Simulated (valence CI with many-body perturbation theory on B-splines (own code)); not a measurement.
Co⁶⁺: calculation against measured levels

Calculated by valence CI with perturbative core correlation (CI+MBPT): three valence electrons over a frozen Dirac-Fock core [Ar], radial functions for each j: 7 s, 7 p, 8 d, 6 f, 4 g, 1 h, with the one-electron correlation potential Σ1 (screened to all orders), the two-electron term Σ2, the three-electron term Σ3, Breit, model QED; selected single and double excitations, second order for the rest, scaled by the run's own slope (own B-spline code, finite nucleus).

Against 6 measured levels this calculation errs by 329 cm⁻¹ on average and by 706 at most. These come from a selection out of Sugar and Corliss, J. Phys. Chem. Ref. Data 10, 1097 (1981). Levels without a partner in it may be off by more, other configurations by 1,000 to 8,000 cm⁻¹. The list stops below the first excitations out of the core. Only levels of the ground parity were solved; by the run's estimate the other parity begins above the list, which can be wrong where configurations are misplaced.

Measured levels: Sugar and Corliss, J. Phys. Chem. Ref. Data 10, 1097 (1981). Pairs share parity and J, and are chosen by configuration, term and nearness in energy; levels without a clear partner are left out. Some J values that the scan of the source had lost were assigned by a fit. Energies in cm⁻¹ above the measured ground level.

```csv
Computed label,Label in the source,Measured,Computed,Difference
3d³ ⁴F_3/2,3d3 4F,0,0.0,0
3d³ ⁴F_5/2,3d3 4F,698,700.7,+3
3d³ ⁴F_7/2,3d3 4F,1610,1620.9,+11
3d³ ⁴F_9/2,3d3 4F,2723,2716.2,-7
3d³ ⁴P_1/2,3d3 4P,21096,21702.9,+607
3d³ ⁴P_3/2,3d3 4P,21304,21942.1,+638
3d³ ⁴P_5/2,3d3 4P,22187,22892.7,+706
```

Over 6 excited levels the mean absolute difference is 329 cm⁻¹, the median 309 and the largest 706. The comparison draws on a selection of the measured levels: 7 of the 23 computed ones have a partner in it, and others may be off by more.
